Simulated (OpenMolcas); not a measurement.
# Ti²⁺: CASPT2 settings compared

* Program: OpenMolcas 26.06
* Basis: ANO-RCC-VDZ [5s4p2d]
* Scalar Hamiltonian: DKH2, point nucleus
* Active space: 2 electrons in 5 orbitals (3d)
* State averaging: 2S+1 = 3 even, 10 roots; 2S+1 = 1 even, 15 roots
* Spin-orbit coupling: state interaction with AMFI integrals over the reference wave functions, term energies averaged over their components

Methods on the same reference wave functions:
A. CASSCF
B. SS-CASPT2, IPEA 0.1 Eh, imaginary shift 0.05 Eh (closed shells correlated: 2s 2p 3s 3p)
C. SS-CASPT2, IPEA 0.5 Eh, imaginary shift 0.4 Eh (closed shells correlated: 3s 3p)
D. SS-CASPT2, IPEA 0 Eh, sigma1 regulariser 0.15 Eh (closed shells correlated: 3s 3p)

Energies in cm-1 above 3d2 3F2, the measured ground level; measured values from Corliss and Sugar, J. Phys. Chem. Ref. Data 8, 1 (1979).

| Level | A | B | C | D | Measured |
| --- | --- | --- | --- | --- | --- |
| 3d2 3F2 | 0.0 | 0.0 | 0.0 | 0.0 | 0.0 |
| 3d2 3F3 | 196 | 198 | 197 | 198 | 185 |
| 3d2 3F4 | 452 | 454 | 453 | 454 | 420 |
| 3d2 1D2 | 11254 | 7460 | 8340 | 7560 | 8474 |
| 3d2 3P0 | 13475 | 10870 | 11240 | 10840 | 10538 |
| 3d2 3P1 | 13543 | 10940 | 11310 | 10910 | 10604 |
| 3d2 3P2 | 13685 | 11080 | 11450 | 11050 | 10721 |
| 3d2 1G4 | 17328 | 16170 | 16210 | 16150 | 14398 |
| 3d2 1S0 | 41956 | 30010 | 32190 | 30210 | 32476 |

Deviations, from unrounded energies. A percentage is the sum of absolute deviations over the sum of measured energies, with the sign that they share, or ± where signs differ.

| Against measurement | Levels | A | B | C | D |
| --- | --- | --- | --- | --- | --- |
| mean absolute deviation (cm-1) | 8 | 3000 | 790 | 550 | 740 |
| fine structure of the ground term (%) | 2 | +7.1 | +7.7 | +7.5 | +7.7 |
| other terms of the ground configuration (%) | 6 | +27.6 | ±7.2 | ±5.0 | ±6.7 |

C lies closest to measurement on these levels and A furthest from it. The largest miss of C in the table is 3d2 1G4, by +1800 cm-1. The ranking rests on the paired levels alone, and a cruder setting can come out closer through cancelling errors.

Among B to D the level of the table that moves most is 3d2 1S0, by 2200 cm-1 (lowest in B, highest in C). Moves below CASPT2's spread within the term are not significant.

The mean deviations of B to D differ by less than CASPT2's widest spread within a term (640 cm-1), so their order carries little weight.

From A to B the spin-free energies of the other terms of 3d2 shown, above 3F, scale by factors of 0.65 to 0.93.

The lowest spin-free term lies below A's lowest term by 0.163 hartree in B, 0.146 hartree in C, 0.151 hartree in D.

CASPT2 does not keep the components of a term degenerate, so their means are used; among the terms shown or strongly mixed into the levels shown the widest spread is 640 cm-1 (3d2 3F, D). Over all roots computed the reference weight is 0.91 to 0.97 in B; the roots of lowest weight are the least certain, and an intruder state may touch them. Without dynamic correlation excited terms often stand tens of per cent too high (terms of higher spin than the ground term too low), and those without a measured partner can miss by more than the paired ones (holds for A). Computed and measured levels are paired by configuration, term and J; levels that our copy of the source lacks, or whose pairing is in doubt (as where it misses far off the trend of its configuration), stay unpaired and out of the deviations. Levels of configurations outside the active space are missing.
